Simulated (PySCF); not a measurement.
## Radial density of Sn (tin, neutral)

UHF, [Kr] 4d10 5s2 5p1 6s1, high-spin 3P determinant (an excited configuration). Computed with PySCF 2.14 in aug-cc-pVQZ-DK3 (9s8p6d3f2g, 102 functions), with scalar relativity by spin-free X2C-1e.

| r (bohr) | 4πr²ρ (e/bohr) | 4πr²(ρα − ρβ) |
| --- | --- | --- |
| 0.0303 | 58.67 | 0.0048 |
| 0.0510 | 59.87 | 0.0113 |
| 0.0858 | 82.33 | 0.0078 |
| 0.144 | 61.26 | -0.0076 |
| 0.243 | 66.84 | 0.0206 |
| 0.408 | 37.04 | 0.0003 |
| 0.687 | 22.44 | 0.0477 |
| 1.16 | 14.04 | -0.0063 |
| 1.94 | 2.970 | 0.3681 |
| 3.27 | 0.7622 | 0.3235 |
| 5.50 | 0.2227 | 0.2100 |
| 9.25 | 0.09532 | 0.0953 |
| 15.6 | 0.0003293 | 0.0003 |

Densities and radii are taken from the X2C orbitals without a picture-change correction, which distorts them close to the nucleus.

The outer electron is Rydberg-like, and this basis confines it to a smaller radius and binds it less than a complete one would.

**Question.** Where is the radial spin density 4πr²(ρα − ρβ) most negative, and why is it negative at all?

**Answer.** Around r = 0.144 bohr, down to -0.0076 e/bohr: exchange with the open shell polarises the paired shells in an unrestricted calculation.
